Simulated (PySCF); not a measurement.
**From computed data to an observable: oscillator strength and radiative lifetime**

C3H6AlFO, SMILES C([CH2][Al]([OH])[F])=C.

The structure is a stationary point at B3LYP-D3(BJ)/def2-SVP. Other conformers were not sampled.

TDDFT-PBE/def2-SVPD (PySCF) puts the first singlet state with f over 0.02 at 4.69 eV (vertical), with the transition dipole (-0.202, -0.394, -0.447) in atomic units.

### Question
Find the oscillator strength, the wavelength and the radiative lifetime that this transition would have in vacuum if emission retraced absorption.

### Answer

|μ|² = 0.3958 au, so |μ| = 1.60 D. ΔE = 4.69/27.211 = 0.1724 hartree. f = (2/3) ΔE |μ|² = 0.045 (the program prints 0.046).
λ = 1239.84/4.69 = 264 nm; ν = 37827 cm⁻¹.
Einstein's coefficient A = 0.6670 ν² f s⁻¹ (ν in cm⁻¹) = 4.3e7 s⁻¹, so τ = 1/A = 23 ns. This state is S1. The figure is the radiative limit of this one transition; relaxation, internal conversion, crossing to triplets and a medium change what is measured.
